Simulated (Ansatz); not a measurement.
Start from `[SiH3]C[CH2][InH2]` and change one atom or group to get `ClC[CH2][InH2]`.

Ansatz, PBE0-D4/def2-TZVP geometries, multiplicity 1. Each molecule was computed in one conformer, which needn't be the lowest. `ClC[CH2][InH2]` holds a close contact that its SMILES doesn't draw: In···Cl 2.94 Å.

Elements past krypton have def2 core potentials.

| property | `[SiH3]C[CH2][InH2]` |
| --- | --- |
| LUMO energy (PBE0/def2-TZVPP) / eV | -1.25 |
| HOMO energy (B3LYP/def2-TZVPP) / eV | -6.86 |
| size of the dipole moment (ωB97M-V/def2-TZVPP) / D | 1.53 |
| HOMO energy (ωB97M-V/def2-TZVPP) / eV | -9.20 |
| HOMO energy (PBE/def2-TZVPP) / eV | -5.95 |
| HOMO energy (PBE0/def2-TZVPP) / eV | -7.05 |

(1) Give the same properties after the change, and the shifts. (An estimate is asked.)

Results:

(1) The calculation gave: 
```csv
property,`ClC[CH2][InH2]`,shift
LUMO energy (PBE0/def2-TZVPP) / eV,-1.08,0.17
HOMO energy (B3LYP/def2-TZVPP) / eV,-7.08,-0.22
size of the dipole moment (ωB97M-V/def2-TZVPP) / D,2.13,0.60
HOMO energy (ωB97M-V/def2-TZVPP) / eV,-9.43,-0.23
HOMO energy (PBE/def2-TZVPP) / eV,-6.14,-0.19
HOMO energy (PBE0/def2-TZVPP) / eV,-7.28,-0.23
```

With PBE0 the HOMO falls by 0.23 eV and the LUMO rises by 0.17 eV, so the gap widens by about 0.40 eV. PBE moves the HOMO by -0.19 eV and ωB97M-V by -0.23 eV. The zero-point energy changes by -61.0 kJ/mol with -9 modes. Dipoles are sizes alone; their direction can turn.

Positive LUMOs are unbound, so they and the gaps depend on the basis.

B3LYP here is the variant with VWN-RPA as its local correlation; programs differ in this.
